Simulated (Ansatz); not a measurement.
Geometry optimisation, Ansatz 0.2.0, RKS PBE-D4/6-31G.

input.yaml

```yaml
crystal:
  periodic: [false, false, false]
  atoms:
    - { symbol: B, position_ang: [0.0, 0.0, 0.0] }
    - { symbol: Cl, position_ang: [0.0, 0.0, 1.86] }
    - { symbol: "N", position_ang: [1.3423, 0.0, -0.775] }
    - { symbol: H, position_ang: [1.8089, -0.9179, -1.0268] }
    - { symbol: H, position_ang: [1.7937, 0.9179, -1.0532] }
    - { symbol: C, position_ang: [-1.3856, 0.0, -0.8] }
    - { symbol: H, position_ang: [-1.9458, -0.9305, -0.5708] }
    - { symbol: H, position_ang: [-1.9898, 0.8797, -0.4946] }
    - { symbol: H, position_ang: [-1.1839, 0.0508, -1.8903] }
basis:
  gaussian: { orbitals: "6-31G" }
hamiltonian:
  xc: pbe
  dispersion: d4
relax:
  f_tol: 0.02
  max_steps: 40
output:
  orbitals: {}
```

Launched with:

```bash
$ ansatz run input.yaml --threads 1 --pin off --max-ram 2048MiB --backend cpu --events-out ev --progress --plain --runs-dir out
```

Question: Where does it end, and by what steps?

Answer: It converged. Limits of this set-up: no polarisation functions. After 13 steps the energy has fallen by 1.555 eV; H4 moved furthest, 1.17 Å.

```tsv
step	energy less start (eV)	largest force component (eV/Å)	accepted
0	0.0000	2.008	yes
1	-0.2904	1.241	yes
2	-0.4651	1.146	yes
3	-0.6974	1.936	yes
4	-0.8670	3.168	yes
5	-1.2156	1.805	yes
6	-1.4226	0.706	yes
7	-1.5225	0.513	yes
8	-1.4573	1.129	no
9	-1.5507	0.104	yes
10	-1.5539	0.043	yes
11	-1.5547	0.095	yes
12	-1.5551	0.054	yes
13	-1.5555	0.005	yes
```

```xyz
9
Properties=species:S:1:pos:R:3
B 0.035 -0.108 -0.094
Cl 0.053 -0.520 1.714
N 1.286 -0.007 -0.717
H 2.165 -0.148 -0.223
H 1.376 0.215 -1.706
C -1.346 0.103 -0.806
H -1.985 -0.792 -0.692
H -1.900 0.939 -0.341
H -1.244 0.317 -1.885
```

Time of the run: 36 s on 1 thread of Arm Neoverse V1 (shared host), peak memory 0.15 GiB.
